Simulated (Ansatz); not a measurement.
A run on CH9GaSeSi2Te (`C[SiH2][Se][SiH]([GaH2])[TeH]`) with other settings.

```yaml
crystal:
  periodic: [false, false, false]
  atoms:
    - {symbol: C, position_ang: [-0.526777, -2.020106, -0.146669]}
    - {symbol: Si, position_ang: [1.233782, -1.491749, -0.446806]}
    - {symbol: Se, position_ang: [2.060556, -0.185140, 1.247008]}
    - {symbol: Si, position_ang: [0.947206, 1.697180, 0.666379]}
    - {symbol: Ga, position_ang: [-0.762635, 2.094162, -0.928129]}
    - {symbol: Te, position_ang: [-1.323920, 1.998979, 1.945031]}
    - {symbol: H, position_ang: [-1.200784, -1.162192, -0.181119]}
    - {symbol: H, position_ang: [-0.840034, -2.725601, -0.921560]}
    - {symbol: H, position_ang: [-0.622816, -2.507284, 0.825629]}
    - {symbol: H, position_ang: [1.360204, -0.749302, -1.726629]}
    - {symbol: H, position_ang: [2.144498, -2.665946, -0.459788]}
    - {symbol: H, position_ang: [1.705523, 2.844185, 1.232971]}
    - {symbol: H, position_ang: [-1.555022, 0.885605, -1.517926]}
    - {symbol: H, position_ang: [-0.939823, 3.593277, -1.330425]}
    - {symbol: H, position_ang: [-1.679959, 0.393923, 1.742034]}
basis:
  gaussian: {orbitals: STO-3G}
total_charge: 1
magnetization: {spin_polarized: true, initial_magnetization: 1}
hamiltonian: {xc: {name: wB97X}}
accuracy: high
scf: {lower_state_search: off}
```

```sh
$ ansatz run in.yaml --threads 4 --pin off --events-out ev --progress --plain --max-ram 66560MiB --backend cpu
```

Output, abridged:

```
Functional definition: wB97X
1665 factors; integrals over basis functions are off by at most 6.7e-8 eV
411 factors; integrals over basis functions are off by at most 1.9e-9 eV
mean field evaluation 1: about -310145.0288 eV, gradient 3.4e2 eV
mean field evaluation 2: about -310853.5601 eV, gradient 9.3e1 eV
mean field evaluation 4: about -311120.8370 eV, gradient 9.0e1 eV
mean field evaluation 8: about -311348.7766 eV, gradient 8.1e0 eV
mean field evaluation 16: about -311349.5498 eV, gradient 1.8e-1 eV
mean field evaluation 32: about -311349.6423 eV, gradient 1.1e-5 eV
mean field -311349.64233519 eV, -11441.8883154509 hartree, gradient 5.9e-8 eV, S^2 0.750922; 0 other end points of the search recorded, 0 dependent functions left out
reference -311349.64233226 eV, -11441.8883153433 hartree; 80, 79 occupied and 15, 16 virtual orbitals, 1665 factors
Total energy: -311349.64233226 eV, -11441.8883153433 hartree
Checks for a lower state left out: stability, starts, cluster_reference, orbital_swaps, neighbouring_geometries, increment
```

Hardware: 4 threads of an AMD EPYC 7R13 on a shared host. Wall time 32 s, peak host memory 1 GiB.
